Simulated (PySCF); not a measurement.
Computed IR spectrum (relative IR intensity) of a molecule C₃H₁₁NSi. Coordinates come from a PBE0-D3(BJ)/def2-SVP optimisation. Other conformers were not sampled. Computed with PBE0-D3(BJ)/def2-SVP in PySCF. Frequencies are harmonic and unscaled.

```tsv
ν (cm⁻¹)	relative intensity
346	3.4
379	30
407	4.7
496	9.7
672	17
711	20
815	27
887	6.8
925	40
952	93
965	12
997	100
1037	15
1134	2.7
1168	3.8
1227	23
1330	41
1361	23
1374	5.3
1397	17
1427	15
1465	3.6
1471	3.7
1481	2.4
2175	93
2224	62
2238	72
2961	38
3047	15
3050	2.1
3139	8.3
3141	16
3155	3.3
3160	17
3629	10
```

Question: Pick the molecule that these values belong to.
(A) CC[SiH2]NC
(B) CC(C)(N)[SiH3]
(C) CC(C)N[SiH3]
(D) CC[SiH2]CN

Answer: C, CC(C)N[SiH3]
